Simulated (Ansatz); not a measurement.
Basis sets compared for cyclo-(H2SiS)2 (Si₂H₄S₂). Total charge 0; singlet. Geometry PBE0-D4/def2-SVP. Ansatz on 4 threads of Arm Neoverse V1 on a shared host; times are rough, and most runs start from earlier orbitals.

```xyz
8

Si   -0.5784   -1.2255   -0.3609
H    -1.9632   -1.4094   -0.8792
H     0.0957   -2.5523   -0.2874
S    -0.5483   -0.1923    1.5309
Si    0.5780    1.2256    0.3611
H    -0.0934    2.5537    0.2882
H     1.9635    1.4066    0.8787
S     0.5460    0.1935   -1.5313
```

Binding counts from free atoms (Si triplet, H doublet, S triplet) in the same basis, without a counterpoise term.

```csv
level,functions,energy (Eh),HOMO (eV),LUMO (eV),binding per atom (eV),wall time
PBE-D4/def2-SVP,92,-1376.8011,-6.39,-1.75,3.26,0.75 s
PBE-D4/def2-TZVP,172,-1377.2916,-6.45,-1.89,3.30,1.5 s
r2SCAN-D4/def2-TZVP,172,-1377.8248,-6.74,-1.57,3.32,3.4 s
PBE0-D4/def2-SVP,92,-1376.9303,-7.63,-0.92,3.23,1 s
PBE0-D4/def2-TZVP,172,-1377.4165,-7.64,-1.04,3.29,2.1 s
```

(1) Estimate the rows for PBE-D4/def2-TZVPD, r2SCAN-D4/def2-TZVPD, PBE0-D4/def2-TZVPD.

Results:

(1) 
| level | functions | energy (Eh) | HOMO (eV) | LUMO (eV) | binding per atom (eV) | wall time |
| --- | --- | --- | --- | --- | --- | --- |
| PBE-D4/def2-TZVPD | 214 | -1377.2930 | -6.49 | -2.01 | 3.30 | 2.7 s |
| r2SCAN-D4/def2-TZVPD | 214 | -1377.8258 | -6.76 | -1.65 | 3.32 | 5 s |
| PBE0-D4/def2-TZVPD | 214 | -1377.4177 | -7.66 | -1.19 | 3.29 | 3.6 s |
